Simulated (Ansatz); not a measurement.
Energy difference R1 + R2 → P1 + P2, each structure at its B3LYP-D3(BJ)/def2-TZVP stationary point, reached from a drawn start (curvature not checked).
R1: H4O3Si (SMILES O[SiH](O)O), charge 0, multiplicity 1.
P1: H4O4Si (SMILES O[Si](O)(O)O), charge 0, multiplicity 1.
P2: H2 (SMILES [H][H]), charge 0, multiplicity 1.
R2, H2O (SMILES O) (charge 0, multiplicity 1):
```xyz
3

O      0.000     0.000     0.390
H      0.000     0.765    -0.195
H      0.000    -0.765    -0.195
```

P less R. No zero-point or thermal terms. One arrangement of each flexible species, with no search for the lowest.

Correlated levels freeze the cores.

Codes used: Ansatz (a program for electronic structure) with Gaussian orbitals. All values are computed, each at the level named.

Total energies in hartree:

```csv
structure,PBE/def2-TZVPP,PBE0/def2-TZVPP,CCSD(T)/cc-pV(T+d)Z
R1,-517.450216,-517.480270,-517.018605
P1,-592.700381,-592.729588,-592.220197
P2,-1.166122,-1.168485,-1.172336
R2,-76.380147,-76.380765,-76.332115
```

Work out the reaction energy at each level in kcal/mol (1 hartree = 627.50947 kcal/mol), and say how far PBE/def2-TZVPP lies from CCSD(T)/cc-pV(T+d)Z.


- PBE/def2-TZVPP: (-592.700381) + (-1.166122) − (-517.450216) − (-76.380147) = -0.036140 hartree = -22.68 kcal/mol
- PBE0/def2-TZVPP: (-592.729588) + (-1.168485) − (-517.480270) − (-76.380765) = -0.037038 hartree = -23.24 kcal/mol
- CCSD(T)/cc-pV(T+d)Z: (-592.220197) + (-1.172336) − (-517.018605) − (-76.332115) = -0.041813 hartree = -26.24 kcal/mol
PBE/def2-TZVPP less CCSD(T)/cc-pV(T+d)Z: 3.56 kcal/mol. CCSD(T)/cc-pV(T+d)Z is the level counted from, the highest shown, and no exact or measured value.
